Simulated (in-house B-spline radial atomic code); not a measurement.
# LC-wPBE excitations of neutral beryllium

Method: LC-wPBE. Computed with an all-electron radial atomic-structure program (B-spline basis): linear response of the closed shell [He] 2s2 with the functional's adiabatic kernel; non-relativistic, point nucleus, no spin-orbit coupling, no double excitations, S, P, D and F terms only.

Command:
```bash
python run_td.py task.json out
```
Settings (radii: box in bohr, nucleus in fm):
```
Z                        4
electrons                4
configuration            [He] 2s2
hamiltonian              nr
method                   lc_wpbe
box_radius               75
intervals                51
```

Time taken, with all properties: 0.3 s on 1 thread of Arm Neoverse N1, with other jobs on the host.

The lowest states, in the order of their Tamm-Dancoff energies; the method's threshold (minus the highest occupied level) is 8.915 eV. Labels give the largest channel, * marks a mixed state, and oscillator strengths are full-response dipole values. Measured ¹D terms are left out, since they can mix with doubly excited terms. Semilocal kernels can invert the small singlet-triplet splittings of Rydberg terms. Energies in eV:

```
     state  full response  Tamm-Dancoff  oscillator strength  measured (J-weighted term)
2s → 2p 3P          1.583         2.192                    -                       2.725
2s → 2p 1P          4.941         5.216                 1.37                       5.277
2s → 3s 3S          6.130         6.144                    -                       6.457
2s → 3s 1S          6.567         6.578                    -                       6.779
2s → 3p 3P              ?             ?                    -                           -
2s → 3p 1P          7.154         7.195              0.00925                       7.462
2s → 3d 3D          7.334         7.335                    -                       7.694
2s → 3d 1D          7.383         7.384                    -                           -
2s → 4s 3S          7.618         7.622                    -                           -
2s → 4s 1S              ?             ?                    -                           -
2s → 4p 3P          7.882         7.884                    -                           -
2s → 4p 1P          7.955         7.968              2.4e-05                           -
2s → 4d 3D          8.028         8.029                    -                           -
2s → 4d 1D          8.053         8.053                    -                           -
2s → 4f 3F          8.065         8.065                    -                           -
2s → 4f 1F          8.065         8.065                    -                           -
```

**Question.** Where does 2s → 3p 3P lie?

**Answer.** At 6.918 eV in full response, 6.928 eV in Tamm-Dancoff.

**Question.** Where does 2s → 4s 1S lie?

**Answer.** At 7.740 eV in full response, 7.743 eV in Tamm-Dancoff.

**Question.** How large is the singlet-triplet splitting of 2s → 2p (P terms) in Tamm-Dancoff?

**Answer.** 3.02 eV, from the unrounded values.

**Question.** What polarisabilities and dispersion coefficient does the method give?

**Answer.** Dipole 42.81 bohr³, quadrupole 299.8 bohr⁵, C6 256.5 hartree·bohr⁶ for two such species. Recommended dipole value: 37.74 ± 0.03 bohr³ (Schwerdtfeger and Nagle, table of static dipole polarizabilities (2023 update)), which includes relativity and correlation.
